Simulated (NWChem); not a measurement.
Species: C$_{4}$H$_{6}$Si; SMILES C=CC#C[SiH3]

Give the equilibrium geometry at PBE0/def2-SVP (NWChem) as an XYZ file, with the point group.

point group C1; any orientation.
```
11

C      0.5289    -3.0154    -0.0448
C     -0.4586    -2.1120     0.0478
C     -0.2658    -0.7039     0.0300
C     -0.1290     0.5113     0.0172
Si     0.0872     2.3268    -0.0032
H      1.5739    -2.7110    -0.1427
H      0.3092    -4.0853    -0.0244
H     -1.4966    -2.4531     0.1451
H      0.7469     2.7446    -1.2758
H      0.9392     2.7491     1.1478
H     -1.2431     2.9959     0.1012
```
